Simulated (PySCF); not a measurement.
Structure from 2D NMR

Compound of formula C$_{3}$H$_{11}$ClO$_{2}$Si$_{3}$. Correlations simulated from computed shifts and the bond graph:

HSQC (one-bond C–H):
```
  δH    δC
4.45  68.6
1.41  30.2
1.37  27.6
```

COSY cross peaks (H two or three bonds apart, from the bond graph; peaks can be absent where the dihedral angle is near 90°):
```
  δH    δH
6.19  5.89
6.19  5.72
6.19  5.69
5.89  5.69
4.45  1.41
4.45  1.37
```

HMBC (two and three bonds, from the bond graph):
```
  δH          δC
5.72        68.6
4.45  30.2, 27.6
1.41  68.6, 27.6
1.37  68.6, 30.2
```

Computed data (PySCF 2.14): geometry from GFN2-xTB, σ from GIAO-PBE0/pcSseg-1. Equivalent nuclei averaged, relativity neglected, single conformer, isolated molecule.

δ = σ(ref) − σ, references computed at the same level: 1H, 13C vs TMS.

Exchangeable hydrogens are left out of these lists.

Work out the connectivity.

## Answers

SMILES CC(C)O[Si@@H]1O[SiH2][Si@@H]1Cl.

Atoms are numbered as in `[CH3:1][CH:2]([CH3:3])[O:4][Si@@H:5]1[O:6][SiH2:7][Si@@H:8]1[Cl:9]`; H(Xn) means a hydrogen on atom n. Ha(Si7) is cis to O4 on the ring; Hb(Si7) is trans to O4 on the ring.

1. δC 68.6 is C2, an sp3 CH bonded to O (δH 4.45).
2. δC 30.2 is C1, a methyl carbon (δH 1.41).
3. δC 27.6 is C3, a methyl carbon (δH 1.37).
4. COSY links 6.19–5.89, 6.19–5.72, 6.19–5.69, 5.89–5.69, 4.45–1.41, 4.45–1.37.

This is the structure that produced the data.

Shifts are as computed. Against solution values, carbons near 30 ppm lie about +3 ppm off and those near 130 ppm about +5 ppm. Of 1211 compounds with measured shifts, 218 miss one by over three times the rms of a fit or turn the order of signals round; such compounds aren't used in these exercises.
